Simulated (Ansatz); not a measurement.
Consider the cleavage of the B–Si bond: `[SiH3][SiH2]B[SeH]` + HCl → `ClB[SeH]` + `[SiH3][SiH3]`.

Isolated molecules relaxed with PBE0-D4/def2-TZVP in Ansatz; ΔE leaves out vibrations. CBS: MP2 limit from def2 TZ/QZ plus the TZ coupled-cluster correction, frozen cores. This one scheme is used for every species. DFT in def2-TZVPP. HSE06 is defined as in plane-wave codes. For Se outer-core shells are correlated without core-valence functions, which leaves a few kJ/mol of doubt a bond. Scalar relativity is left out up to krypton. One conformer a species, not always the lowest.

| level | ΔE (kJ/mol) | difference from CCSD(T)/CBS |
| --- | --- | --- |
| B97M-V | -82.4 | -1.8 |
| PBE0-D4 | -78.3 | 2.3 |
| r2SCANh-D4 | -83.7 | -3.1 |
| HSE06-D4 | -78.3 | 2.3 |
| CAM-B3LYP-D4 | -87.3 | -6.7 |
| ωB97X-V | -85.7 | -5.1 |
| ωB97M-V | -87.5 | -6.9 |
| B2PLYP | -89.4 | -8.8 |
| PBE-QIDH | -84.7 | -4.1 |
| HSE06 | -82.4 | -1.8 |
| CAM-B3LYP | -92.0 | -11.4 |
| LC-ωPBE | -84.9 | -4.3 |
| HF/def2-TZVPP | -100.4 | -19.8 |
| SCS-MP2/def2-TZVPP | -89.4 | -8.8 |
| MP2/CBS(def2) | -87.3 | -6.7 |
| CCSD/CBS(def2) | -82.5 | -1.9 |
| CCSD(T)/CBS | -80.6 | 0 |

Largest T1 diagnostic among the species: 0.014.

The D4 term adds +6.6 kJ/mol with B3LYP and +4.2 kJ/mol with PBE0; it sums over pairs of atoms, weighted by their polarisabilities, and B3LYP, whose exchange is more repulsive, gets the larger term. Leaving LDA and LC-ωPBE aside and taking each functional with its dispersion term where it has one, the values, not all of them listed here, spread over 13.2 kJ/mol, from B2PLYP to PBE-D4. From BLYP to BHLYP (50 % exact exchange), in def2-TZVPP and without D4, ΔE moves by −3.9 kJ/mol.

CCSD(T)/CBS has its own doubt, a few kJ/mol and more with outer-core shells, so smaller differences from it don't rank the levels.

B3LYP here is the variant with VWN-RPA as its local correlation; programs differ in this.
